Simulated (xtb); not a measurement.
xtb input (GFN2-xTB):

```bash
xtb mol.xyz --gfn 2 --ohess tight --chrg 1 --uhf 0
```
mol.xyz:
```
12

Si     0.47823090     0.18693970     0.14478608
C     -1.34934667     0.42941128     0.15809736
O      0.93290167    -1.24237858    -0.75798123
O      1.26891266     1.56429677    -0.52798040
O      1.09059571     0.04817606     1.77220964
H     -1.79146660    -0.44428863     0.63340900
H     -1.74713417     0.54924453    -0.87982860
H     -1.59168246     1.30969071     0.76353919
H      0.58971829    -1.03426563    -1.63970754
H      0.87464833     1.56946158    -1.45304453
H      0.60196759    -0.81144533     2.14228895
H      0.77683146    -2.07393426    -0.25770229
```

End of the output:

```
       7    280.31    -0.45671 ( 99.90%)    -0.54575 (  0.10%)    -0.45680
       8    298.97    -0.42417 ( 99.92%)    -0.52666 (  0.08%)    -0.42425
   ------------------------------------------------------------------------

   temp. (K)  partition function   enthalpy   heat capacity  entropy
                                   cal/mol     cal/K/mol   cal/K/mol   J/K/mol
 298.15  VIB   225.                 3928.158     24.365     23.770
         ROT  0.131E+06              888.752      2.981     26.389
         INT  0.293E+08             4816.910     27.346     50.160
         TR   0.898E+27             1481.254      4.968     39.552
         TOT                        6298.1642    32.3137    89.7115   375.3531

       T/K    H(0)-H(T)+PV         H(T)/Eh          T*S/Eh         G(T)/Eh
   ------------------------------------------------------------------------
    298.15    0.100368E-01    0.971425E-01    0.426248E-01    0.545176E-01
   ------------------------------------------------------------------------

         :::::::::::::::::::::::::::::::::::::::::::::::::::::
         ::                  THERMODYNAMIC                  ::
         :::::::::::::::::::::::::::::::::::::::::::::::::::::
         :: total free energy         -19.270650712454 Eh   ::
         ::.................................................::
         :: total energy              -19.325168320606 Eh   ::
         :: zero point energy           0.087105692411 Eh   ::
         :: G(RRHO) w/o ZPVE           -0.032588084260 Eh   ::
         :: G(RRHO) contrib.            0.054517608152 Eh   ::
         :::::::::::::::::::::::::::::::::::::::::::::::::::::

optimized geometry written to: xtbopt.xyz

           -------------------------------------------------
          | TOTAL ENERGY              -19.325168320606 Eh   |
          | TOTAL ENTHALPY            -19.228025864640 Eh   |
          | TOTAL FREE ENERGY         -19.270650712454 Eh   |
          | GRADIENT NORM               0.000301265279 Eh/α |
          | HOMO-LUMO GAP               6.946971087745 eV   |
           -------------------------------------------------

------------------------------------------------------------------------
Note: The following floating-point exceptions are signalling: IEEE_UNDERFLOW_FLAG IEEE_DENORMAL
normal termination of xtb
------------------------------------------------------------------------
 total:
 SCF:
 ANC optimizer:
 analytical hessian:
```

It need not be the lowest isomer of its formula.
